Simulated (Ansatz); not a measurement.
Computed with Ansatz on PBE0-D4/def2-TZVP structures; ΔE is electronic, products minus reactants. CCSD(T)/CBS adds triple-zeta CCSD(T) − MP2 to the extrapolated MP2 energy (def2 sets, frozen cores). This one scheme is used for every species. def2 core potentials past Kr. For I outer-core shells are correlated without core-valence functions, which leaves a few kJ/mol of doubt a bond.

Consider the silylene formation by 1,1-elimination: `C[Si](C)(F)I` → `CI` + `C[Si]F`.

| species | CCSD(T)/CBS(def2) energy (Eh) |
| --- | --- |
| `C[Si](C)(F)I` | -766.17545 |
| `CI` | -337.29646 |
| `C[Si]F` | -428.74649 |

(1) Work out ΔE.

Largest T1 diagnostic among the species: 0.014.

Answers

(1) ΔE = (-337.29646) + (-428.74649) − (-766.17545) = 0.13250 Eh = +347.9 kJ/mol.

The D4 term adds +20.1 kJ/mol with B3LYP and +11.2 kJ/mol with PBE0; it sums over pairs of atoms, weighted by their polarisabilities, and B3LYP, whose exchange is more repulsive, gets the larger term. From PBE to PBE0 (25 % exact exchange), in def2-TZVPP and without D4, ΔE moves by +20.6 kJ/mol.

B3LYP here is the variant with VWN-RPA as its local correlation; programs differ in this.
